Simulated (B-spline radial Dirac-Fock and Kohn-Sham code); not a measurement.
## Mn⁴⁺: eigenvalues, ΔSCF and the reference

System: Mn⁴⁺, configuration [Ar] 3d2 4p1 (not the ground configuration).

The density-functional columns are spherical, spin-unpolarised Dirac-Kohn-Sham results without Breit or QED terms: −ε is minus the orbital energy of the initial state and ΔSCF the difference of two total energies. The reference in the last column comes from Dirac-Fock energy differences between relaxed states, corrected for Breit and QED terms. All numbers are from a radial finite-basis atomic code, in eV; a selection of levels is shown.

```
     level  LDA −ε  LDA ΔSCF  Dirac-Fock
    K (1s)  6483.9    6638.2      6628.7
   L1 (2s)   815.1     845.0       865.7
L2 (2p1/2)   709.4     744.1       744.6
L3 (2p3/2)   699.0     733.3       734.4
   M1 (3s)   152.0     163.8       171.1
M2 (3p1/2)   121.2     132.8       132.7
M3 (3p3/2)   119.7     131.3       131.3
 M4,5 (3d)   70.25     81.40       79.95
 N2,3 (4p)   38.07     42.48       41.23
```

Values without a named source are computed, but for edge energies of neutral atoms, which are taken from tables.
